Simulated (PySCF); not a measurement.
# Correlation energy of Sb⁺ (antimony, charge +1)

Starting occupation: [Kr] 4d10 5s2 5p1 6s1, 5p3/2 with m_j = +3/2, 6s1/2 with m_j = +1/2. Calculation: PySCF 2.14, in x2c-TZVPall-2c with one added diffuse shell each of s, p, d, f type (9s10p6d3f, 90 functions); X2C-1e with screened-nucleus spin-orbit coupling, Gaussian nucleus. Frozen: [Ar] 3d10; 22 electrons correlated; the 6 highest virtual spinors left out.

MP2 pair energies summed by pair of shells (mhartree):

```json
{"pair": "4d3/2-4d5/2", "energy": "-78.86", "share (%)": "19.1"}
{"pair": "4d5/2-4d5/2", "energy": "-57.46", "share (%)": "13.9"}
{"pair": "4d5/2-5s1/2", "energy": "-40.58", "share (%)": "9.8"}
{"pair": "4d3/2-5s1/2", "energy": "-26.73", "share (%)": "6.5"}
{"pair": "4d3/2-4d3/2", "energy": "-24.41", "share (%)": "5.9"}
{"pair": "4d5/2-4p3/2", "energy": "-23.92", "share (%)": "5.8"}
{"pair": "5s1/2-5s1/2", "energy": "-19.23", "share (%)": "4.6"}
{"pair": "5p3/2-5s1/2", "energy": "-16.56", "share (%)": "4.0"}
{"pair": "4d3/2-4p3/2", "energy": "-16.26", "share (%)": "3.9"}
{"pair": "4d5/2-4p1/2", "energy": "-12.43", "share (%)": "3.0"}
{"pair": "4d5/2-5p3/2", "energy": "-10.61", "share (%)": "2.6"}
{"pair": "4p1/2-4p3/2", "energy": "-9.43", "share (%)": "2.3"}
{"pair": "4p3/2-4p3/2", "energy": "-9.16", "share (%)": "2.2"}
{"pair": "4d5/2-4s1/2", "energy": "-7.99", "share (%)": "1.9"}
{"pair": "4d3/2-4p1/2", "energy": "-7.81", "share (%)": "1.9"}
{"pair": "5s1/2-6s1/2", "energy": "-7.64", "share (%)": "1.8"}
{"pair": "4d3/2-5p3/2", "energy": "-6.72", "share (%)": "1.6"}
{"pair": "4p3/2-4s1/2", "energy": "-6.12", "share (%)": "1.5"}
{"pair": "4p3/2-5s1/2", "energy": "-5.40", "share (%)": "1.3"}
{"pair": "4d3/2-4s1/2", "energy": "-5.30", "share (%)": "1.3"}
{"pair": "4d5/2-6s1/2", "energy": "-3.18", "share (%)": "0.8"}
{"pair": "4p1/2-4s1/2", "energy": "-3.14", "share (%)": "0.8"}
{"pair": "5p3/2-6s1/2", "energy": "-3.10", "share (%)": "0.8"}
{"pair": "4p1/2-5s1/2", "energy": "-2.45", "share (%)": "0.6"}
{"pair": "4p1/2-4p1/2", "energy": "-2.22", "share (%)": "0.5"}
{"pair": "4d3/2-6s1/2", "energy": "-2.07", "share (%)": "0.5"}
{"pair": "4s1/2-4s1/2", "energy": "-1.54", "share (%)": "0.4"}
{"pair": "4p3/2-5p3/2", "energy": "-1.31", "share (%)": "0.3"}
{"pair": "4s1/2-5s1/2", "energy": "-0.77", "share (%)": "0.2"}
{"pair": "4p1/2-5p3/2", "energy": "-0.67", "share (%)": "0.2"}
```

Total MP2 correlation energy: -413.83 mhartree.

This basis was not built for core-valence correlation, so the inner-shell part is incomplete.
